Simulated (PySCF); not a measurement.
Match the calculated data to a structure.

All candidates are C7H13N.

- Polarisability: 92.0 au [CAM-B3LYP/def2-SVPD]
- UV, first state: lowest singlet excitation: 5.04 eV (246 nm, f = 0.001) [TDDFT CAM-B3LYP/def2-SVPD]
- Rotational structure: rotational constants A, B, C: 4.750, 1.117, 1.013 GHz [PBE0-D3(BJ)/def2-SVP]
- Dipole: 2.01 D [CAM-B3LYP/def2-SVPD]
- UV, strongest line: among the 6 lowest singlet transitions: S3 at 7.10 eV (175 nm, f = 0.272) [TDDFT CAM-B3LYP/def2-SVPD]

The electronic properties come from PySCF, for the isolated species, density fitting. Levels stand in brackets. One conformer (not necessarily the lowest) at the PBE0-D3(BJ)/def2-SVP geometry, without solvent, vibrations or thermal averaging.

Question: Which candidate is it?
A. `CC(C)C(C)(C)C#N`
B. `C[C@H](C#N)C(C)(C)C`
C. `[H]/N=C/[C@H](C)C/C=C/C`
D. `CC(C)=NC1CCC1`

Answer: D. It is `CC(C)=NC1CCC1`. Numbering: `[CH3:1][C:2]([CH3:3])=[N:4][CH:5]1[CH2:6][CH2:7][CH2:8]1`. Its formula, C7H13N, gives 2 degrees of unsaturation: 1 ring and 1 π bond in the structure found. The optimised geometry has point group C1 and is an asymmetric top.

The others, at the same levels:
- `C[C@H](C#N)C(C)(C)C` fails: its computed lowest singlet excitation is 7.66 eV (162 nm, f = 0.000) (against 5.04 eV), static isotropic polarisability is 87.0 au (against 92.0 au) and rotational constant A is 2.655 GHz (against 4.750 GHz).
- `[H]/N=C/[C@H](C)C/C=C/C` fails: its computed lowest singlet excitation is 5.35 eV (232 nm, f = 0.004) (against 5.04 eV), static isotropic polarisability is 94.6 au (against 92.0 au) and rotational constant A is 2.974 GHz (against 4.750 GHz).
- `CC(C)C(C)(C)C#N` fails: its computed lowest singlet excitation is 7.70 eV (161 nm, f = 0.000) (against 5.04 eV), strongest line among the 6 lowest singlet transitions is S6 at 9.22 eV (134 nm, f = 0.017) (against S3 at 7.10 eV) and static isotropic polarisability is 86.7 au (against 92.0 au).

Each candidate is one conformer, not necessarily the lowest. Dipoles, sizes and rotational constants follow the conformer. The torsions of the flexible species, by atom-mapped SMILES:
- `[CH3:1][C:2]([CH3:3])=[N:4][CH:5]1[CH2:6][CH2:7][CH2:8]1`: C2–N4–C5–C6 -89°
- `[CH3:1][C@H:2]([C:3]#[N:4])[C:5]([CH3:6])([CH3:7])[CH3:8]`: C1–C2–C5–C6 63°
- `[H]/[N:8]=[CH:7]/[C@@H:5]([CH2:4]/[CH:3]=[CH:2]/[CH3:1])[CH3:6]`: C2–C3–C4–C5 -114°, C3–C4–C5–C6 -61°, C4–C5–C7–N8 114°
- `[CH3:1][CH:2]([CH3:3])[C:4]([CH3:5])([CH3:6])[C:7]#[N:8]`: C1–C2–C4–C5 -57°
